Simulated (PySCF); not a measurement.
Stepwise substitution at one centre (Sn F-NH2). All species are isolated molecules in the gas phase. One relaxed conformer stands for each flexible species; it need not be the lowest. Strings in code marks are SMILES.

These are PBE-D3(BJ)/def2-TZVP // CAM-B3LYP-D3(BJ)/def2-TZVP in PySCF values and carry that method's errors. All candidates: neutral, multiplicity 1. Excitations are Tamm–Dancoff values on a coarser integration grid. The basis has no diffuse functions, so Rydberg states are missing or too high.

```
Item                   Result
-------------------  --------
HOMO                 -6.72 eV
LUMO                 -2.40 eV
S1 excitation (TDA)   4.67 eV
```

**Question.** Name which member has these values.
A. `[NH2][Sn]([NH2])([NH2])[NH2]`
B. `[F][Sn]([F])([F])[F]`
C. `[NH2][Sn]([NH2])([F])[F]`

**Answer.** C, `[NH2][Sn]([NH2])([F])[F]`. The others give `[NH2][Sn]([NH2])([NH2])[NH2]`: -5.61 eV, -1.13 eV, 4.66 eV; `[F][Sn]([F])([F])[F]`: -10.25 eV, -4.61 eV, 5.78 eV
